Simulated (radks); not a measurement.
Tl3+, 78 electrons, occupied as [Xe] 4f14 5d9.5 6d0.5 (fractional occupations, a model configuration). All-electron calculation, scalar-relativistic Kohn-Sham, LDA (Slater exchange, Perdew-Wang correlation), spin-polarised, spherical densities, finite nucleus; open shells are filled with parallel spins first (spin-orbit coupling, left out, can overturn this in heavy ions); Fermi nuclear charge, rms radius 5.4759 fm. Program: a radial shooting solver on a logarithmic mesh with Libxc functionals.

Radial electron density D(r) = 4 pi r^2 rho(r):

r (bohr)   D(r) (e/bohr)    spin D(r)
0.0007292          7.301  -0.00000787
0.000849           9.158  -0.00000984
0.0009963          11.58   -0.0000124
0.00116            14.42   -0.0000154
0.001361           18.07   -0.0000192
0.001597           22.51   -0.0000238
0.001859           27.56   -0.0000289
0.002182           33.85   -0.0000352
0.00254            40.79   -0.0000421
0.002981           49.12   -0.0000502
0.003498           58.42   -0.0000590
0.004072           67.96   -0.0000677
0.004779           78.39   -0.0000769
0.005564           88.18   -0.0000852
0.006529           97.66   -0.0000928
0.007662           105.5   -0.0000988
0.00892            110.6    -0.000102
0.01047            112.9    -0.000103
0.01219            112.0   -0.0000996
0.0143             108.5   -0.0000845
0.01678            103.8   -0.0000395
0.01954            100.5    0.0000714
0.02293            100.9     0.000354
0.02669            106.7     0.000950
0.03132            118.9      0.00225
0.03675            134.4      0.00475
0.04279            147.3      0.00892
0.05021            153.1       0.0160
0.05845            148.3       0.0256
0.0686             135.2       0.0382
0.0805             122.6       0.0511
0.09371            119.9       0.0592
0.11               128.9       0.0576
0.1291             140.8       0.0422
0.1502             141.1       0.0186
0.1763             123.2     -0.00116
0.2053             98.07      0.00288
0.2409             81.15       0.0402
0.2827             82.92       0.0941
0.3291             92.46        0.123
0.3862             93.20       0.0995
0.4496             78.72       0.0387
0.5276             55.73     -0.00387
0.6191             37.25       0.0431
0.7207             28.36        0.182
0.8458             24.66        0.368
0.9846             21.72        0.493
1.155              17.11        0.510
1.356              11.72        0.418
1.579              7.182        0.289
1.852              3.754        0.178
2.157              1.792        0.131
2.531             0.7573        0.138
2.97              0.3525        0.168
3.457             0.2257        0.180
4.057             0.1631        0.155
4.723             0.1061        0.105
5.543            0.05149       0.0514
6.505            0.01769       0.0177
7.572           0.004437      0.00444
8.886          0.0006672     0.000667

D(r) has 4 maxima, at r = 0.0108, 0.0506, 0.140, 0.359 bohr, and minima at 0.0210, 0.0900, 0.255 bohr, inside which lie 1.88, 11.01, 29.97 electrons.
